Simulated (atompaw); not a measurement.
iron: PAW (atompaw) pseudisation with LDA (PW92), scalar-relativistic reference atom.

```
Element                 : Fe (Z = 26)
Generator               : atompaw 4.2.0.5
Type                    : PAW
Functional              : LDA (PW92)
Relativity              : scalar-relativistic
Frozen core             : [Ar]
Valence charge          : 8
Reference configuration : 3d6 4s1.5 4p0 (charge +0.5)
Partial waves           : 4s (bound): rc 2.05 bohr; 4s channel at 0.2 Ry: rc 2.20 bohr; 4p (bound, empty): rc 2.20 bohr; 4p channel at 1.7 Ry: rc 2.20 bohr; 3d (bound): rc 2.20 bohr; 3d channel at 1.95 Ry: rc 2.20 bohr
Local potential         : bessel scheme, radius 1.65 bohr
Core correction         : smooth core density matched at 1.65 bohr
Augmentation charge     : gaussian compensation charge, radius 1.95 bohr; PAW radius 2.20 bohr; waves and projectors: custom rrkj gramschmidtortho
```

All-electron outer shells of the reference configuration (LDA (PW92), scalar-relativistic, ld1.x):

```csv
shell,level (eV),outermost node (bohr),outermost maximum (bohr)
3p,-64.04,0.30,0.72
3d,-11.83,–,0.71
4s,-8.93,1.00,2.32
4p,-4.33,1.10,3.02
```

Does the generator finish with these settings?

Yes, a potential is produced.

Estimate the cutoffs (Ry, on a coarse ladder) from which the occupation-weighted sum of valence levels, in a spherical-Bessel basis at the reference potential, stays within 10 and 1 mRy of its value at 400 Ry.

21 Ry and 35 Ry.

What does a ghost test show?

No extra level below or beside the all-electron valence levels (s, p, d, f tested).

Is the overlap operator S = 1 + Σ q|β⟩⟨β| positive definite (Bessel basis up to 400 Ry)?

Yes: its lowest eigenvalue is 0.09 (s channel).

Which valence shell sets the plane-wave cutoff?

3d: its level needs 21 Ry to come within 1 mRy, against 10 Ry for 4s.
